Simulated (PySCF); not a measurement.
CH4F2Sn, SMILES [SnH]([CH3])([F])[F].

Coordinates come from a PBE0-D3(BJ)/def2-SVP optimisation. The def2 effective core potentials stand for the cores of Sn; spin–orbit coupling is left out.

Calculation: TDA-ωB97X/def2-SVPD in PySCF.

Vertical excitations. Isolated molecule, no solvent. State labels are in the subgroup Cs.

| state | symmetry | energy (eV) | λ (nm) | f | main pairs |
|---|---|---|---|---|---|
| S1 | A" | 7.65 | 162 | 0.000 | HOMO→LUMO+1 93 % |
| S2 | A' | 7.90 | 157 | 0.078 | HOMO→LUMO+2 46 %, HOMO→LUMO 41 % |
| S3 | A' | 8.59 | 144 | 0.627 | HOMO→LUMO 45 %, HOMO→LUMO+2 41 % |
| S4 | A" | 8.61 | 144 | 0.002 | HOMO−2→LUMO 54 %, HOMO−1→LUMO+1 22 %, HOMO−2→LUMO+2 12 % |
| S5 | A' | 8.79 | 141 | 0.130 | HOMO−1→LUMO 41 %, HOMO−2→LUMO+1 15 %, HOMO−1→LUMO+2 13 %, HOMO−5→LUMO 12 % |
| S6 | A" | 8.86 | 140 | 0.000 | HOMO−3→LUMO 64 %, HOMO−3→LUMO+2 18 % |
| S7 | A' | 9.23 | 134 | 0.042 | HOMO−2→LUMO+1 36 %, HOMO−4→LUMO 21 %, HOMO−3→LUMO+1 17 %, HOMO−1→LUMO 11 % |
| S8 | A' | 9.30 | 133 | 0.146 | HOMO→LUMO+3 47 %, HOMO−3→LUMO+1 19 % |
| S9 | A' | 9.44 | 131 | 0.035 | HOMO→LUMO+3 36 %, HOMO−3→LUMO+1 18 %, HOMO−1→LUMO+2 15 %, HOMO−2→LUMO+1 12 % |
| S10 | A" | 9.65 | 129 | 0.241 | HOMO−1→LUMO+1 61 %, HOMO−2→LUMO 15 % |
| T1 | A' | 6.58 | 188 | 0 | HOMO→LUMO 86 % |
| T2 | A" | 7.33 | 169 | 0 | HOMO→LUMO+1 90 % |
| T3 | A' | 7.74 | 160 | 0 | HOMO→LUMO+2 75 % |
| T4 | A' | 7.85 | 158 | 0 | HOMO−1→LUMO 68 % |
Triplets are in the Tamm–Dancoff approximation.
